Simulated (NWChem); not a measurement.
System: Si2H6Te; SMILES [SiH3][Te][SiH3]

NWChem input:

```
start job
memory heap 200 mb stack 900 mb global 1100 mb
geometry units angstroms noautoz
  Te    -0.742977    -0.146382     0.000000
  Si     0.987341    -0.004282     1.807981
  H      0.247738    -0.066193     3.102268
  H      1.947841    -1.144499     1.717431
  H      1.747504     1.278306     1.718833
  Si     0.987341    -0.004282    -1.807981
  H      1.747504     1.278306    -1.718833
  H      1.947841    -1.144499    -1.717431
  H      0.247738    -0.066193    -3.102268
end
basis spherical
  * library def2-svp
end
ecp
  Te library def2-ecp
end
dft
  xc b3lyp
  iterations 150
  vectors input atomic output neutral.movecs
end
task dft energy
charge 1
dft
  odft
  mult 2
  vectors input atomic output cation.movecs
end
task dft energy
```

NWChem printed, in part:

```
             Northwest Computational Chemistry Package (NWChem) 7.3.0
             --------------------------------------------------------

 C2V symmetry detected

                             Geometry "geometry" -> ""
                             -------------------------

 Output coordinates in angstroms (scale by  1.889725989 to convert to a.u.)

  No.       Tag          Charge          X              Y              Z
 ---- ---------------- ---------- -------------- -------------- --------------
    1 Te                  52.0000     0.00000000     0.00000000    -0.70927410
    2 Si                  14.0000    -1.80798100     0.00000000     1.02686898
    3 H                    1.0000    -3.10226800     0.00000000     0.28468019
    4 H                    1.0000    -1.71813200    -1.21553662     1.89014031
    5 H                    1.0000    -1.71813200     1.21553662     1.89014031
    6 Si                  14.0000     1.80798100     0.00000000     1.02686898
    7 H                    1.0000     1.71813200     1.21553662     1.89014031
    8 H                    1.0000     1.71813200    -1.21553662     1.89014031
    9 H                    1.0000     3.10226800     0.00000000     0.28468019

 Effective nuclear repulsion energy (a.u.)     428.7171249566

      Symmetry information
      --------------------

 Group name             C2v
 Group number             16
 Group order               4
 No. of unique centers     4

                                 NWChem DFT Module
                                 -----------------

 Summary of "ao basis" -> "ao basis" (spherical)
 ------------------------------------------------------------------------------
       Tag                 Description            Shells   Functions and Types
 ---------------- ------------------------------  ------  ---------------------
 Te                         def2-svp                10       26   4s4p2d
 Si                         def2-svp                 8       18   4s3p1d
 H                          def2-svp                 3        5   2s1p

      Symmetry analysis of basis
      --------------------------

        a1         34
        a2         13
        b1         28
        b2         17

            General Information
            -------------------
          SCF calculation type: DFT
          Wavefunction type:  closed shell.
          No. of atoms     :     9
          No. of electrons :    58
           Alpha electrons :    29
            Beta electrons :    29
          Charge           :     0
          Spin multiplicity:     1
          Use of symmetry is: on ; symmetry adaption is: on
          Maximum number of iterations: 150
          AO basis - number of functions:    92
                     number of shells:    44
          Convergence on energy requested:  1.00D-06
          Convergence on density requested:  1.00D-05
          Convergence on gradient requested:  5.00D-04

              XC Information
              --------------
                         B3LYP Method XC Potential
                     Hartree-Fock (Exact) Exchange  0.200
                        Slater Exchange Functional  0.800 local
                    Becke 1988 Exchange Functional  0.720 non-local
              Lee-Yang-Parr Correlation Functional  0.810
                  VWN I RPA Correlation Functional  0.190 local

             Grid Information
             ----------------
          Grid used for XC integration:  medium
          Radial quadrature: Mura-Knowles
          Angular quadrature: Lebedev.
          Tag              B.-S. Rad. Rad. Pts. Rad. Cut. Ang. Pts.
          ---              ---------- --------- --------- ---------
          Te                  1.40      123          10.0       590
          Si                  1.10       88          12.0       590
          H                   0.35       45          14.0       434
          Grid pruning is: on
          Number of quadrature shells:   301
          Spatial weights used:  Erf1

      Superposition of Atomic Density Guess
      -------------------------------------

 Sum of atomic energies:        -891.69648113

      Non-variational initial energy
      ------------------------------

 Total energy =    -848.206161
 1-e energy   =   -1742.135748
 2-e energy   =     657.543430
 HOMO         =      -0.254378
 LUMO         =       0.030435

      Symmetry analysis of molecular orbitals - initial
      -------------------------------------------------

  Numbering of irreducible representations:

     1 a1          2 a2          3 b1          4 b2

  Orbital symmetries:

     1 b1          2 a1          3 a1          4 a1          5 b1
     6 b1          7 a1          8 b2          9 b1         10 a1
    11 b2         12 a2         13 a1         14 b1         15 b1
    16 a1         17 a2         18 a1         19 b2         20 a1
    21 b1         22 a1         23 a1         24 b2         25 b1
    26 a2         27 b1         28 a1         29 b2         30 b1
    31 a1         32 a1         33 a2         34 a1         35 b2
    36 b1         37 b1         38 a1         39 b1

   convergence    iter        energy       DeltaE   RMS-Dens  Diis-err
 ---------------- ----- ----------------- --------- --------- ---------
 d= 0,ls=0.0,diis     1   -850.5386307013 -1.09D+03  9.51D-03  2.42D-01
 d= 0,ls=0.0,diis     2   -850.5547383075 -1.61D-02  5.64D-03  1.15D-01
 d= 0,ls=0.0,diis     3   -850.5749434248 -2.02D-02  1.94D-03  2.03D-02
 d= 0,ls=0.0,diis     4   -850.5790086797 -4.07D-03  4.00D-04  5.82D-04
 d= 0,ls=0.0,diis     5   -850.5791033167 -9.46D-05  5.43D-05  1.18D-05
  Resetting Diis
 d= 0,ls=0.0,diis     6   -850.5791053122 -2.00D-06  1.38D-05  1.16D-06
 d= 0,ls=0.0,diis     7   -850.5791055435 -2.31D-07  2.16D-06  6.91D-09

[...]
```

Level: B3LYP/def2-SVP with def2 effective core potentials on Te, vertical spin-unrestricted ions. All runs use the structure optimised with PBE0/def2-SVP. B3LYP is NWChem's, with the RPA form of VWN correlation. def2 effective core potentials on Te; no spin-orbit coupling.
